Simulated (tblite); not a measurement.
Compound: C7H5FS (charge +1 and doublet state).
SMILES: `C#CC#CC1(F)C[S+]C1`

The geometry is computed with GFN2-xTB (gas phase). This method treats the open shell by occupation alone, without spin polarisation.

Take the most abundant isotopes and a rigid rotor. 

Question: Give the principal moments of inertia and the rotational constants in MHz.

Answer: Ia = 162.12, Ib = 765.46, Ic = 839.95 u·Å²; 505379 MHz·u·Å²/I gives A = 3117, B = 660.2, C = 601.7 MHz.

Question: What kind of rotor is it?

Answer: A near-prolate asymmetric top; Ray's κ = -0.953.

Question: Is it planar, by Δ = Ic − Ia − Ib?

Answer: Not planar: Δ = Ic − Ia − Ib = -87.64 u·Å². For a rigid frame Δ = −2 Σ m c², so Σ m c² = 43.82 u·Å² lies off the ab plane: 12.64 from hydrogen and 31.17 from heavier atoms. The atom farthest from that plane is 1.86 Å away.

Question: Give the other two planar moments, Paa and Pbb, and the rms extents of the mass along the axes.

Answer: Paa = Σ m a² = (Ib + Ic − Ia)/2 = 721.64 and Pbb = Σ m b² = (Ia + Ic − Ib)/2 = 118.30 u·Å². With the mass M = 140.01 u, the rms extents √(P/M) along a, b and c are 2.27, 0.92, 0.56 Å.

Question: Give the coordinates in the principal-axis frame, origin at the centre of mass.

Answer: The sense of each axis is arbitrary; atoms in the order of the calculation.
```json
{"atom": "C1", "mass (u)": "12.000", "a (Å)": "-4.535", "b (Å)": "-0.595", "c (Å)": "-0.002"}
{"atom": "C2", "mass (u)": "12.000", "a (Å)": "-3.349", "b (Å)": "-0.342", "c (Å)": "0.001"}
{"atom": "C3", "mass (u)": "12.000", "a (Å)": "-2.033", "b (Å)": "-0.049", "c (Å)": "0.002"}
{"atom": "C4", "mass (u)": "12.000", "a (Å)": "-0.845", "b (Å)": "0.207", "c (Å)": "0.000"}
{"atom": "C5", "mass (u)": "12.000", "a (Å)": "0.548", "b (Å)": "0.583", "c (Å)": "0.000"}
{"atom": "F6", "mass (u)": "18.998", "a (Å)": "0.668", "b (Å)": "1.947", "c (Å)": "0.001"}
{"atom": "C7", "mass (u)": "12.000", "a (Å)": "1.379", "b (Å)": "-0.050", "c (Å)": "1.140"}
{"atom": "S8", "mass (u)": "31.972", "a (Å)": "2.399", "b (Å)": "-1.023", "c (Å)": "0.000"}
{"atom": "C9", "mass (u)": "12.000", "a (Å)": "1.381", "b (Å)": "-0.048", "c (Å)": "-1.140"}
{"atom": "H10", "mass (u)": "1.008", "a (Å)": "-5.564", "b (Å)": "-0.818", "c (Å)": "-0.006"}
{"atom": "H11", "mass (u)": "1.008", "a (Å)": "0.832", "b (Å)": "-0.663", "c (Å)": "1.856"}
{"atom": "H12", "mass (u)": "1.008", "a (Å)": "1.963", "b (Å)": "0.698", "c (Å)": "1.681"}
{"atom": "H13", "mass (u)": "1.008", "a (Å)": "0.835", "b (Å)": "-0.660", "c (Å)": "-1.858"}
{"atom": "H14", "mass (u)": "1.008", "a (Å)": "1.965", "b (Å)": "0.701", "c (Å)": "-1.680"}
```

Question: Estimate the classical rotational partition function at 10 K, 25 K and 100 K.

Answer: Point group Cs, symmetry number σ = 1; q = (√π/σ)·√((kT/h)³/(ABC)), k/h = 20836.6 MHz/K: 4790 at 10 K, 18900 at 25 K, 151000 at 100 K.

For this open shell read J as N, the rotation without spin; fine and hyperfine splittings come on top. Its GFN2-xTB frequencies are all real (lowest 46 cm⁻¹). No vibrational averaging or centrifugal distortion is included, and the geometry carries the error of its method.

Time: 0.41 s of wall time. Hardware: Arm Neoverse V2, one thread, shared host. That covers the optimisation of the geometry.
